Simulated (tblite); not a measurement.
Record of a relaxation.

Compound: C5H9BOSi.
Numbering: `[CH:1]#[C:2][BH:3][C@@H:4]1[CH2:5][SiH2:6][CH2:7][O:8]1` (hydrogens: H9 on C1; H10 on B3; H11 on C4; H12, H13 on C5; H14, H15 on Si6; H16, H17 on C7)

Computed with GFN2-xTB (tblite), gas phase: L-BFGS steps from a force-field or distance-geometry start until the largest atomic force falls under 0.01 eV/Å. 6 of its 110 geometries are shown.

Step 0: E = -604.3427 eV, largest atomic force 2.029 eV/Å
```
atom  x, y, z in Å  |  force x, y, z in eV/Å
C1      3.785    0.873   -0.144   -1.044   0.212   0.247
C2      2.633    1.121    0.161    0.358  -0.211  -0.083
B3      1.196    1.416    0.574    0.561   0.322  -0.060
C4      0.118    0.247    0.685    1.152   0.670   0.702
C5     -0.093   -0.461   -0.646    1.353  -0.025  -1.151
Si6    -1.742   -1.234   -0.457   -1.172  -1.337  -0.977
C7     -2.088   -0.241    1.063   -1.082   0.310   1.552
O8     -1.101    0.768    1.173   -0.378  -0.442  -0.291
H9      4.781    0.661   -0.418   -0.090   0.040   0.033
H10     0.873    2.529    0.834    0.142  -0.388  -0.133
H11     0.515   -0.492    1.433   -0.293   0.077  -0.347
H12     0.687   -1.226   -0.844   -0.176   0.854  -0.007
H13    -0.152    0.270   -1.482    0.505  -0.382   0.475
H14    -2.629   -0.883   -1.568   -0.059  -0.149   0.012
H15    -1.642   -2.659   -0.145   -0.122  -0.108  -0.073
H16    -2.057   -0.898    1.976   -0.180   0.535  -0.372
H17    -3.092    0.223    0.989    0.525   0.023   0.472
```

Step 22: E = -604.6386 eV, largest atomic force 0.038 eV/Å
```
atom  x, y, z in Å  |  force x, y, z in eV/Å
C1      3.753    0.862   -0.138   -0.007   0.000   0.006
C2      2.616    1.098    0.189   -0.005   0.003   0.009
B3      1.209    1.430    0.589   -0.025  -0.011  -0.011
C4      0.135    0.268    0.692   -0.009   0.002   0.001
C5     -0.052   -0.455   -0.672    0.015   0.002   0.014
Si6    -1.765   -1.269   -0.487    0.030   0.009  -0.013
C7     -2.116   -0.251    1.098    0.007   0.014   0.022
O8     -1.122    0.761    1.132   -0.009   0.024  -0.028
H9      4.746    0.661   -0.421    0.002  -0.016  -0.004
H10     0.897    2.538    0.792    0.011  -0.003  -0.011
H11     0.472   -0.505    1.412    0.003   0.014  -0.008
H12     0.777   -1.138   -0.845   -0.008   0.005  -0.018
H13    -0.045    0.280   -1.478    0.001  -0.019   0.017
H14    -2.678   -0.967   -1.589    0.006   0.014   0.003
H15    -1.704   -2.707   -0.211    0.010   0.006   0.000
H16    -2.053   -0.861    2.012   -0.012  -0.024  -0.002
H17    -3.076    0.265    1.109   -0.009  -0.019   0.021
```

Step 44: E = -604.6429 eV, largest atomic force 0.033 eV/Å
```
atom  x, y, z in Å  |  force x, y, z in eV/Å
C1      3.726    0.812   -0.124    0.013   0.006   0.005
C2      2.595    1.093    0.191   -0.010   0.010   0.005
B3      1.189    1.460    0.565    0.009   0.000  -0.007
C4      0.118    0.301    0.693    0.003   0.010   0.031
C5     -0.042   -0.439   -0.665    0.014   0.019   0.012
Si6    -1.752   -1.259   -0.496   -0.023   0.004   0.019
C7     -2.105   -0.276    1.114   -0.005  -0.023  -0.019
O8     -1.151    0.776    1.116   -0.015  -0.015  -0.001
H9      4.715    0.576   -0.397   -0.022  -0.008   0.006
H10     0.886    2.579    0.719   -0.003  -0.007  -0.008
H11     0.456   -0.461    1.421    0.021   0.002   0.026
H12     0.793   -1.118   -0.817    0.000  -0.006  -0.023
H13    -0.026    0.288   -1.477    0.001  -0.004  -0.029
H14    -2.659   -0.916   -1.589   -0.010  -0.003   0.000
H15    -1.683   -2.702   -0.253   -0.005  -0.001  -0.005
H16    -1.979   -0.894    2.016    0.004   0.006  -0.011
H17    -3.088    0.192    1.169    0.030   0.012   0.000
```

Step 65: E = -604.6444 eV, largest atomic force 0.018 eV/Å
```
atom  x, y, z in Å  |  force x, y, z in eV/Å
C1      3.712    0.793   -0.100    0.008   0.009  -0.003
C2      2.588    1.110    0.199   -0.005  -0.016  -0.004
B3      1.176    1.481    0.544   -0.009   0.002  -0.015
C4      0.123    0.308    0.696   -0.003  -0.001   0.003
C5     -0.038   -0.431   -0.664    0.002  -0.001   0.008
Si6    -1.750   -1.250   -0.499    0.007   0.003  -0.006
C7     -2.094   -0.290    1.124    0.000  -0.007   0.002
O8     -1.147    0.768    1.130   -0.003  -0.007   0.001
H9      4.696    0.527   -0.364    0.014   0.001   0.008
H10     0.852    2.599    0.646    0.000   0.005  -0.002
H11     0.481   -0.448    1.421   -0.010  -0.002   0.000
H12     0.795   -1.113   -0.818   -0.004   0.001  -0.007
H13    -0.019    0.292   -1.481   -0.005   0.000   0.015
H14    -2.665   -0.890   -1.581   -0.002  -0.001   0.000
H15    -1.685   -2.697   -0.281   -0.002   0.005  -0.003
H16    -1.955   -0.920    2.016    0.005   0.003   0.006
H17    -3.077    0.173    1.196    0.007   0.005  -0.002
```

Step 87: E = -604.6475 eV, largest atomic force 0.016 eV/Å
```
atom  x, y, z in Å  |  force x, y, z in eV/Å
C1      3.748    0.803   -0.017   -0.004   0.009   0.003
C2      2.599    1.098    0.202    0.007   0.006   0.000
B3      1.163    1.458    0.453    0.008   0.002   0.002
C4      0.135    0.286    0.709   -0.001   0.004  -0.003
C5     -0.058   -0.411   -0.670   -0.004  -0.004  -0.005
Si6    -1.773   -1.223   -0.495    0.000  -0.005  -0.005
C7     -2.078   -0.310    1.162    0.002  -0.003  -0.005
O8     -1.122    0.739    1.182   -0.001   0.003   0.003
H9      4.752    0.553   -0.210   -0.012   0.000   0.011
H10     0.794    2.564    0.372    0.013   0.003   0.001
H11     0.512   -0.483    1.408   -0.002  -0.006  -0.007
H12     0.769   -1.091   -0.864   -0.005  -0.011  -0.006
H13    -0.056    0.338   -1.464    0.000   0.000  -0.003
H14    -2.701   -0.825   -1.553   -0.002   0.000   0.006
H15    -1.707   -2.677   -0.328   -0.005   0.000   0.001
H16    -1.931   -0.969    2.032    0.007   0.007   0.006
H17    -3.055    0.161    1.265   -0.001  -0.006   0.002
```

Step 109: E = -604.6494 eV, largest atomic force 0.006 eV/Å
```
atom  x, y, z in Å  |  force x, y, z in eV/Å
C1      3.776    0.824    0.066   -0.005   0.002  -0.001
C2      2.613    1.107    0.212    0.005   0.000   0.000
B3      1.165    1.455    0.398    0.002   0.004  -0.004
C4      0.141    0.281    0.670    0.001   0.000  -0.001
C5     -0.085   -0.417   -0.704    0.000   0.001   0.000
Si6    -1.803   -1.217   -0.490    0.000   0.001   0.001
C7     -2.053   -0.322    1.186    0.000   0.002  -0.002
O8     -1.105    0.735    1.172    0.003   0.000   0.001
H9      4.792    0.583   -0.064   -0.003   0.000   0.002
H10     0.787    2.553    0.271    0.003  -0.003   0.001
H11     0.531   -0.489    1.360   -0.002  -0.002   0.002
H12     0.730   -1.106   -0.913   -0.003   0.001   0.002
H13    -0.093    0.329   -1.500    0.000   0.000  -0.001
H14    -2.759   -0.790   -1.511    0.001  -0.002  -0.001
H15    -1.750   -2.674   -0.347    0.000   0.000   0.002
H16    -1.864   -0.981    2.047   -0.002  -0.003  -0.004
H17    -3.029    0.141    1.329    0.001  -0.001   0.003
```

**Question.** Summarise the path.

**Answer.** The energy falls by 7.07 kcal/mol from step 0 to step 109; nine tenths of that is first reached at step 7. It rises by more than 0.2 meV at step 2. The largest force goes from 2.029 to 0.006 eV/Å. Among the bonds C5–Si6 changes most, from 1.830 to 1.907 Å; the atoms move by 0.226 Å rms after alignment.

What follows is the cost of the whole relaxation. The run took 1.3 s on one thread of an Arm Neoverse N1, no GPU (shared host).
